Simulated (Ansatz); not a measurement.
Input file for `NB(F)O[SiH3]`:

```yaml
crystal:
  periodic: [false, false, false]
  atoms:
    - {symbol: N, position_ang: [-1.022917, 0.822602, 1.118534]}
    - {symbol: B, position_ang: [-0.481172, 1.141424, -0.134307]}
    - {symbol: F, position_ang: [-0.768919, 2.332439, -0.671128]}
    - {symbol: O, position_ang: [0.327486, 0.315975, -0.854265]}
    - {symbol: Si, position_ang: [0.977180, -1.179594, -0.699780]}
    - {symbol: H, position_ang: [-0.856785, -0.047615, 1.589393]}
    - {symbol: H, position_ang: [-1.615706, 1.462670, 1.614932]}
    - {symbol: H, position_ang: [0.506812, -2.029593, -1.819338]}
    - {symbol: H, position_ang: [0.562026, -1.798640, 0.591046]}
    - {symbol: H, position_ang: [2.455093, -1.070768, -0.732288]}
basis:
  gaussian: {orbitals: def2-SVP}
correlation: {method: ccsd_t}
```

```sh
$ ansatz run in.yaml --threads 4 --pin off --events-out ev --progress --plain --max-ram 10444MiB
```

Output of Ansatz, abridged:

```
Functional definition: HF
960 factors; integrals over basis functions are off by at most 1.1e-3 eV
mean field evaluation 1: about -14831.7665 eV, gradient 4.2e1 eV
mean field evaluation 2: about -14831.8343 eV, gradient 4.3e1 eV
mean field evaluation 4: about -14835.5441 eV, gradient 3.2e0 eV
mean field evaluation 8: about -14835.5819 eV, gradient 2.1e-1 eV
mean field -14835.58203563 eV, -545.1975838907 hartree, gradient 1.7e-6 eV, S^2 0.000000; 0 other end points of the search recorded, 0 dependent functions left out
9 core orbitals not correlated: weight in the atoms' cores, before any rotation towards them, 1.000 or more for the frozen orbitals, at most 0.000 for the correlated occupied ones
reference -14835.58203563 eV, -545.1975838907 hartree; 15, 15 occupied and 75, 75 virtual orbitals, 960 factors
second order -19.37823686 eV of doubles, -0.00000000 eV of singles
cycle   1  -19.88088781 eV  change   -5.0e-1 eV  update   9.8e-2
cycle   2  -20.35240564 eV  change   -4.7e-1 eV  update   2.8e-2
cycle   3  -20.46943693 eV  change   -1.2e-1 eV  update   1.4e-2
cycle   4  -20.46322048 eV  change    6.2e-3 eV  update   3.0e-3
cycle   5  -20.46142464 eV  change    1.8e-3 eV  update   1.0e-3
cycle   6  -20.46167147 eV  change   -2.5e-4 eV  update   3.2e-4
cycle   7  -20.46152989 eV  change    1.4e-4 eV  update   1.1e-4
cycle   8  -20.46146398 eV  change    6.6e-5 eV  update   3.7e-5
cycle   9  -20.46146971 eV  change   -5.7e-6 eV  update   1.6e-5
perturbative correction -0.44152747 eV, -0.0162258352 hartree
Total energy: -14856.48503280 eV, -545.9657548683 hartree
```

It took 3 s on 4 threads of an Arm Neoverse V2 on a shared host, with 0.42 GiB of host memory at the peak.

MP2 recovers 92.7 % of the CCSD(T) correlation energy and the triples give 2.1 %; T1 = 0.0120.
